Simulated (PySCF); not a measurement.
H10N2Si3, SMILES N[SiH2]N[SiH2][SiH3].

Geometry optimised at PBE0-D3(BJ)/def2-SVP. This is a generated structure with no PubChem entry under its InChIKey; it may be hypothetical. Other conformers were not sampled.

Vertical ionisation energy (IE) and electron affinity (EA) in eV. Rows of orbital energies are one-electron estimates. Where ΔSCF, EOM or ADC give a negative EA the extra electron is unbound and the value depends on the basis.

| level | IE | EA |
|---|---|---|
| −ε(HOMO), −ε(LUMO), CAM-B3LYP/def2-TZVP (PySCF) | 8.49 | -0.93 |
| −ε(HOMO), −ε(LUMO), PBE/def2-TZVP (PySCF) | 5.92 | 0.94 |
